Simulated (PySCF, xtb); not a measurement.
Zn(Et)(OH) (C2H6OZn), SMILES C[CH2][Zn][OH]. The values are those of a single conformer.

Harmonic wavenumbers (cm⁻¹) from GFN2-xTB run with xtb at its own minimum, in rising order: 31, 61, 203, 214, 277, 391, 472, 535, 640, 944, 996, 1059, 1209, 1232, 1412, 1475, 1492, 1494, 2977, 2996, 3012, 3021, 3023, 3723.

### Question
What does PySCF with TPSSh-D3(BJ)/def2-SVP give at its own minimum? (The exact figures need the calculation; the answer reports its results.)

### Answer
37, 100, 123, 246, 249, 509, 619, 672, 724, 936, 965, 1031, 1216, 1252, 1407, 1448, 1493, 1501, 3011, 3022, 3065, 3082, 3102, 3810. Paired by order, the mean absolute difference is 48 cm⁻¹ and the zero-point energies are 47.0 and 48.1 kcal/mol.
